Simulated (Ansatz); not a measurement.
`B[SiH2]C(=N)O`. Charge 0, multiplicity 1.

Cartesian coordinates in Å:
```
B -1.8282 0.4868 1.0462
Si -0.7492 -0.7160 -0.1448
C 1.0305 -0.0909 -0.3891
N 1.9954 -0.6974 0.1567
O 1.0955 1.0396 -1.1369
H -2.8680 0.1018 1.4943
H -1.4897 1.6033 1.3029
H -1.4317 -0.7043 -1.4734
H -0.6696 -2.1123 0.3494
H 2.9019 -0.2516 -0.0131
H 2.0131 1.3409 -1.1923
```

Give the diagnostics of a CCSD(T)/def2-TZVPP run (frozen core, Ansatz 0.2.0). (Best estimate.)

The calculation gave: T1 = 0.0142, largest single amplitude 0.020, largest double 0.019, (T) share of the correlation energy 4.0 %, 10 CCSD cycles. The RHF solution is stable towards an unrestricted one. T1 lies under the customary mark of 0.02 for closed shells.
